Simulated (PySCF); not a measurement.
B2O3, SMILES O=BOB=O. Atoms are numbered in the order given.

```xyz
5

O      0.0000     0.0000    -2.5158
B      0.0000     0.0000    -1.3102
O      0.0000     0.0000     0.0000
B      0.0000     0.0000     1.3102
O      0.0000     0.0000     2.5158
```

Geometry optimised at PBE0-D3(BJ)/def2-SVP. One conformer was computed; it need not be the lowest.

Two levels are set side by side: PBE/pcSseg-2 (PySCF) and PBE0/pcSseg-2 (PySCF). GIAO shifts against BF3 (¹¹B), H2O (¹⁷O) at the same level; non-relativistic, no solvent, atoms listed together averaged. Differences are taken from unrounded values.

| quantity | PBE0 | PBE | PBE minus PBE0 |
|---|---|---|---|
| δ(¹⁷O) of O1, O5 (ppm) | 151.3 | 156.3 | 5.0 |
| δ(¹¹B) of B2, B4 (ppm) | -7.2 | -10.8 | -3.5 |
| δ(¹⁷O) of O3 (ppm) | 2.5 | 9.6 | 7.0 |

Rough cost on one machine, each run with all the roots and properties that it gave: PBE0 against PBE within a factor of 2.
